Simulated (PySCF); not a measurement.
# SrMg at r²SCAN

Computed with r²SCAN; basis Sr def2-SVP with ECP28, Mg def2-SVP; scalar-relativistic core potentials; PySCF 2.14.

```
state                                            : ¹Σ⁺ (singlet), closed shell
bond length                                      : 4.026 Å
harmonic wavenumber                              : 80.6 cm⁻¹
force constant                                   : 0.0721 mdyn/Å
rotational constant Be                           : 0.05519 cm⁻¹
anharmonicity ωexe                               : 0.899 cm⁻¹
vibration–rotation constant αe                   : 0.000668 cm⁻¹
well depth De to Sr + Mg                         : 0.17 eV
dissociation energy D0                           : 0.16 eV
HOMO–LUMO gap                                    : 1.64 eV
bond order (Mayer)                               : 0.54
dipole moment (positive dipole means Sr(−)Mg(+)) : -0.34 D
```

Closed-shell solutions of metal pairs were not tested for spin polarisation, which can lower them a little. The bond is weak. Basis-set superposition, not corrected here, can be much of De in a small basis, most of all at correlated wavefunction levels. Functionals without a dispersion term scatter widely for such bonds, and LDA overbinds them.
